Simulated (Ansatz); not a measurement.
Geometry optimisation, Ansatz, UKS B3LYP/def2-SVP.

input.yaml

```yaml
crystal:
  periodic: [false, false, false]
  atoms:
    - { symbol: Al, position_ang: [-0.2847, 0.9856, -0.3683] }
    - { symbol: "N", position_ang: [0.5586, -1.0707, -0.1133] }
    - { symbol: C, position_ang: [0.4432, -2.0395, 0.9568] }
    - { symbol: "N", position_ang: [-0.5988, 1.3547, -2.0784] }
    - { symbol: "N", position_ang: [-1.1212, 1.6173, 1.0665] }
    - { symbol: H, position_ang: [1.3692, -0.0012, -0.0037] }
    - { symbol: H, position_ang: [1.686, 0.9324, -0.0192] }
    - { symbol: H, position_ang: [0.7669, -1.5468, -0.9867] }
    - { symbol: H, position_ang: [1.3951, -2.559, 1.1269] }
    - { symbol: H, position_ang: [0.163, -1.522, 1.8745] }
    - { symbol: H, position_ang: [-0.3206, -2.7953, 0.7411] }
    - { symbol: H, position_ang: [-0.2591, 0.8009, -2.8526] }
    - { symbol: H, position_ang: [-1.0612, 2.1729, -2.4512] }
    - { symbol: H, position_ang: [-1.921, 2.2363, 1.0941] }
    - { symbol: H, position_ang: [-0.8154, 1.4342, 2.0134] }
magnetization:
  spin_polarized: true
basis:
  gaussian: { orbitals: def2-SVP }
hamiltonian:
  xc: b3lyp
relax:
  f_tol: 0.15
  max_steps: 25
  restrain:
    - { distance: [0, 6], at: 1.52, k: 30.0 }
    - { distance: [5, 1], at: 1.02, k: 30.0 }
    - { distance: [0, 1], at: 3.22, k: 30.0 }
    - { distance: [5, 6], at: 1.92, k: 30.0 }
output:
  orbitals: {}
```

Run as:

```bash
$ ansatz run input.yaml --threads 4 --pin off --max-ram 5120MiB --backend cpu --events-out ev --progress --plain --runs-dir out
```

Question: Where does it end, and by what steps?

Answer: The forces met the threshold. The restraints hold the end off the free minimum. After 10 steps the energy has fallen by 1.043 eV (the restraints' own energy left out); H6 moved furthest, 0.76 Å. Parted: Al1–N2. Joined: Al1–H7, N2–H6.

| step | energy less start (eV) | largest force component (eV/Å) | accepted |
| --- | --- | --- | --- |
| 0 | 0.0000 | 1.936 | yes |
| 1 | -0.0250 | 5.470 | yes |
| 2 | -0.2780 | 5.188 | yes |
| 3 | -0.2442 | 3.426 | yes |
| 4 | -0.4519 | 1.441 | yes |
| 5 | -0.7543 | 1.021 | yes |
| 6 | -0.9195 | 0.750 | yes |
| 7 | -0.9739 | 1.204 | yes |
| 8 | -1.0239 | 0.653 | yes |
| 9 | -1.0295 | 0.612 | yes |
| 10 | -1.0428 | 0.662 | yes |

```xyz
15
Properties=species:S:1:pos:R:3
Al -0.040 1.564 -0.444
N 0.752 -1.534 -0.174
C 0.503 -2.255 1.063
N -0.651 1.862 -2.091
N -1.099 1.843 0.966
H 1.406 -0.759 -0.046
H 1.430 1.166 -0.197
H 1.122 -2.131 -0.912
H 1.392 -2.752 1.504
H 0.090 -1.576 1.828
H -0.255 -3.037 0.890
H -0.191 1.541 -2.938
H -1.579 2.204 -2.322
H -2.101 1.999 0.944
H -0.778 1.867 1.929
```

Whether the end is a true minimum wasn't checked by a vibrational analysis.

Run time: 59 s on 4 threads of Arm Neoverse N1, on a shared host, peak memory 0.41 GiB.
